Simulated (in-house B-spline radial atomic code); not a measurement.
Configurations of Si⁷⁺, with energies counted from [He] 2s2 2p3. Level of theory: Dirac-Hartree-Fock, average of configuration, Fermi nucleus of rms radius 3.1224 fm; calculated with a radial B-spline atomic code at the basis-set limit. Energies include first-order Breit, QED and recoil terms.

Occupations are held fixed; configurations that lie above the ionisation limit could autoionise.

| configuration | E - E(ref) (eV) | highest orbital | its <r> (bohr) |
| --- | --- | --- | --- |
| [He] 2s1 2p4 | 42.679 | 2p3/2 | 0.4686 |
| [He] 2s2 2p2 4s1 | 232.76 | 4s1/2 | 2.513 |
| [He] 2s2 2p2 4d1 | 241.74 | 4d5/2 | 2.519 |
| [He] 2s2 2p2 5s1 | 257.86 | 5s1/2 | 4.074 |
| [He] 2s2 2p2 5d1 | 262.22 | 5d5/2 | 4.182 |
| [He] 2s2 2p2 6d1 | 273.27 | 6d5/2 | 6.219 |
| [He] 2s2 2p2 6f1 | 273.78 | 6f7/2 | 5.982 |
| [He] 2s2 2p2 6g1 | 273.83 | 6g9/2 | 5.499 |
| [He] 2s1 2p3 4d1 | 278.48 | 4d5/2 | 2.523 |
| [He] 2s1 2p3 6d1 | 309.96 | 6d5/2 | 6.224 |

**Question.** Order these further configurations by energy, lowest first.
A. [He] 2s2 2p2 6s1
B. [He] 2s1 2p3 6g1
C. [He] 2s1 2p3 5g1
D. [He] 2s2 2p2 3s1
E. [He] 2s2 2p2 5g1

**Answer.** D (173.34 eV), E (263.18 eV), A (270.82 eV), C (299.86 eV), B (310.5 eV).

**Question.** How far above the reference does [He] 2s2 2p2 4f1 lie?

**Answer.** 243.49 eV; its least bound orbital is 4f7/2 with <r> = 2.241 bohr.

**Question.** How far above the reference does [He] 2s1 2p3 6f1 lie?

**Answer.** 310.45 eV; its least bound orbital is 6f7/2 with <r> = 5.983 bohr.

**Question.** How far above the reference does [He] 2s1 2p3 5f1 lie?

**Answer.** 299.78 eV; its least bound orbital is 5f7/2 with <r> = 3.924 bohr.
